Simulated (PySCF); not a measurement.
## Property card for `O=COc1ccoc1[O-]`

C₅H₃O₄ (charge -1).
Cartesian coordinates in Å at the GFN2-xTB level; atoms count from 1:
```
atom  x, y, z in Å
O1     2.3460   -1.2811    0.3907
C2     2.3277   -0.0645    0.3846
O3     1.3459    0.7694    0.2195
C4     0.0257    0.3912    0.0010
C5    -0.5403   -0.9034   -0.0873
C6    -1.8634   -0.7226   -0.3078
O7    -2.1760    0.6109   -0.3666
C8    -1.0054    1.3400   -0.1756
O9    -1.0249    2.5737   -0.1861
H10    3.2563    0.5308    0.5381
H11   -0.0157   -1.8332    0.0038
H12   -2.6748   -1.4120   -0.4401
```

Among its groups: ester and aromatic ring with oxygen.

From GFN2-xTB geometry:

```yaml
Point_group_of_the_GFN2-xTB_geometry: Cs
Rotational_constants_A_B_C_of_the_GFN2-xTB_geometry: 3.463, 1.285, 0.937 GHz
```

From PBE0/pcSseg-1 ground state and GIAO shieldings, non-relativistic (PySCF):

```yaml
HOMO_energy: -0.08 eV
LUMO_energy: 4.16 eV
HOMO–LUMO_gap: 4.24 eV
Lowest_Hirshfeld_atomic_charge: -0.43 e on O9
Highest_Hirshfeld_atomic_charge: +0.13 e on C2
13C_chemical_shifts_computed_TMS_as_zero_by_class: 165.7 (C8), 159.0 (C2), 114.8 (C4), 113.0 (C5), 111.7 (C6) ppm
1H_chemical_shifts_computed_TMS_as_zero_by_class: 8.00 (H10), 7.23 (H11), 5.61 (H12) ppm
Isotropic_shieldings_of_nuclei_other_than_C_and_H_by_class: -73 (O1), 63 (O7), 74 (O9), 98 (O3) ppm
Mayer_bond_orders_between_heavy_atoms: O1–C2 1.86, C2–O3 1.23, O3–C4 0.83, C4–C5 1.26, C5–C6 1.59, C6–O7 1.00, O7–C8 0.98, C8–O9 1.85, C8–C4 1.28
```

Monoisotopic mass of the ion (most abundant isotopes, electron mass counted): 127.0037 u.

With B = h/(8π²I), that is 505.379 GHz u Å² over I, the principal moments of inertia are 145.9, 393.4 and 539.3 u Å² (most abundant isotopes). The rotational constants make it an asymmetric top with κ = (2B − A − C)/(A − C) = -0.72, nearer the prolate limit (−1).

Geometry: GFN2-xTB, one conformer, isolated ion. No diffuse functions stand in pcSseg-1, which bears on an anion's orbital energies.

For the NMR shielding job (PBE0/pcSseg-1), the run took 30 s wall (with the writing of density and orbital grids) on one thread of an Intel Xeon Platinum 8488C, shared host with 192 logical CPUs at a one-minute load of 83, and the process peaked at 0.71 GiB of memory.
